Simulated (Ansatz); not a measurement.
System: sum formula SiN$_{3}$H$_{6}$F, charge 0, multiplicity 1. SMILES: N[Si](N)(N)F
Structure (B3LYP-D3(BJ)/def2-TZVP (Ansatz, an electronic-structure program) minimum search):
```xyz
11

Si    -0.0002    -0.0018     0.0026
F     -0.4146    -0.7809     1.3493
N      1.5656    -0.2424    -0.6062
N     -0.0631     1.6356     0.4879
N     -1.0581    -0.6779    -1.1568
H      2.3635     0.2069    -0.1887
H      1.8092    -1.0819    -1.1049
H     -0.7089     1.9349     1.2002
H      0.1624     2.3805    -0.1505
H     -1.0301    -0.3922    -2.1215
H     -1.9725    -1.0032    -0.8886
```
Charge 0, spin multiplicity 1.

CCSD(T) with Ansatz in growing basis sets, 32 correlated electrons. Cores are frozen in the correlated levels unless marked. UHF or UKS for open shells. No spin-orbit coupling. No relativistic terms. Costs are ratios of core time to the smallest set, on shared machines of one kind, and rough; they hold the program's checks for lower states.

| basis | functions | cost over smallest | E(corr) (Eh) | electronic atomisation energy (kcal/mol) |
|---|---|---|---|---|
| cc-pV(D+d)Z | 109 | 1× | -0.8482 | 865.3 |
| cc-pV(T+d)Z | 243 | 10× | ? | ? |

Question: What does the step to cc-pV(T+d)Z buy, and how does its cost grow by formal scaling?

Answer: Formally CCSD grows as o²v⁴ and (T) as o³v⁴; with o = 16 and v going from 84 to 218 both grow 45-fold in the last step, while integrals and the mean field grow more slowly. That step adds 228.0 mEh of correlation energy and 83.0 kcal/mol to the atomisation energy. Row: E(corr) (Eh) -1.0762, electronic atomisation energy (kcal/mol) 948.3.
